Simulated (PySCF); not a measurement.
GeCl2, SMILES [Cl][Ge][Cl] (connectivity only; charge and spin as stated), neutral, multiplicity 1.

Coordinates come from a PBE0-D3(BJ)/def2-TZVP optimisation. The isomer is the one that the SMILES or the coordinates give; other isomers of the formula were not compared.

Calculation: PySCF with PBE/def2-TZVPD.

The total energy is -2996.83839 hartree, the point group is C2v and the highest occupied level comes out as -7.07 eV. The lowest empty level is -3.86 eV, the orbital gap is 3.21 eV and the dipole moment is 1.84 D. The quadrupole, principal values (traceless, Buckingham form, about the centre of nuclear charge) is -4.56, 0.93, 3.64 D·Å and the mean static polarisability is 63.4 bohr³ (9.39 Å³). The polarisability, principal values is 46.7, 63.2, 80.3 bohr³.
